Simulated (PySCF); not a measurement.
BFHI, SMILES FBI.

Geometry optimised at PBE-D3(BJ)/def2-TZVP. The def2 effective core potentials stand for the cores of I; spin–orbit coupling is left out.

These are PySCF with PBE/def2-TZVPD values and carry that method's errors.

Symmetry labels are those of the subgroup Cs that the program uses (full group Cs).

Computed valence orbital energies around the gap with their symmetry:
| orbital | symmetry | energy (eV) |
|---|---|---|
| HOMO−7 | A' | -17.96 |
| HOMO−6 | A' | -14.12 |
| HOMO−5 | A' | -11.98 |
| HOMO−4 | A" | -11.69 |
| HOMO−3 | A' | -11.02 |
| HOMO−2 | A' | -8.18 |
| HOMO−1 | A" | -7.20 |
| HOMO | A' | -6.78 |
| LUMO | A" | -2.55 |
| LUMO+1 | A' | -0.75 |
| LUMO+2 | A' | -0.31 |
| LUMO+3 | A' | 0.38 |
